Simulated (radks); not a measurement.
Dispersion coefficients C6 (hartree bohr^6) between ground-configuration atoms and ions, from the Casimir-Polder integral (3/pi) of alpha_A(iw) alpha_B(iw). Method: scalar-relativistic Kohn-Sham, exchange-only LDA, spin-unpolarised, spherical densities, finite nucleus; Fermi nuclear charge, rms radius of each element as measured or else 0.836 A^(1/3) + 0.57 fm; computed with a radial shooting solver on a logarithmic mesh with Libxc functionals. Response by self-consistent Sternheimer equations with the Hartree and adiabatic exchange-only LDA kernel, the relativistic mass of each level held fixed and spin-orbit coupling left out.

C6,C,C+,C2+,C3+,C4+,C5+
C,70.21,,,,,
C+,32.33,15.35,,,,
C2+,21.29,10.03,6.570,,,
C3+,11.90,5.497,3.620,2.021,,
C4+,0.08997,0.04940,0.03140,0.01634,0.0008697,
C5+,0.03631,0.01998,0.01270,0.006618,0.0003709,0.0001587

Static polarisabilities (bohr^3): C ([He] 2s2 2p2) 16.55, C+ ([He] 2s2 2p1) 6.215, C2+ ([He] 2s2) 4.254, C3+ ([He] 2s1) 2.689, C4+ ([He]) 0.009477, C5+ (1s1) 0.003802. The combination rule 2 Ca Cb / ((alpha_b/alpha_a) Ca + (alpha_a/alpha_b) Cb) gives 3.613 for C2+-C3+, against 3.620 from the integral.
